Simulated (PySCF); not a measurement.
**Relaxation of triplet OsOBr₂**

Method: UPBE0 in PySCF with Os def2-SVP with ECP60, O def2-SVP, Br def2-SVP; scalar-relativistic core potentials, no spin–orbit coupling; density-fitted integrals. A (50,194) grid was used.

A hand-made trigonal planar start, of C2v symmetry, held to at least that symmetry:

```xyz
4
charge 0 multiplicity 3, angstrom
Os   -0.2243   -0.3885    0.0000
O    -1.0893   -1.8867    0.0000
Br    2.2057   -0.3885    0.0000
Br   -1.4393    1.7159    0.0000
```

Optimiser trace:
| step | E − E(last) (kJ/mol) | largest gradient (Eh/bohr) |
| --- | --- | --- |
| 0 | 20.94 | 0.04599 |
| 1 | 4.78 | 0.03563 |
| 2 | 0.96 | 0.00210 |
| 3 | 0.47 | 0.00176 |
| 4 | 0.00 | 0.00060 |
| 5 | 0.00 | 0.00005 |

It ends at C2v with Os–Br 2.345 Å (×2), Os–O 1.679 Å; Br–Os–Br 128.7°, Br–Os–O 115.6° (×2). The frequency run here used a shortcut that can spoil soft modes, so no verdict on minimum or saddle point is given. Other isomers or separated fragments may lie lower.

Final geometry:
Z-matrix (Å, degrees; charge 0 multiplicity 3):
```
Os
O  1 1.6791
Br 1 2.3447 2 115.64
Br 1 2.3447 2 115.64 3 180.00
```

With open d or f shells other occupations or spin states may lie lower. Spin–orbit coupling, left out here, can matter for elements this heavy.

The relaxation took of the order of 4 core-minutes on a shared host.
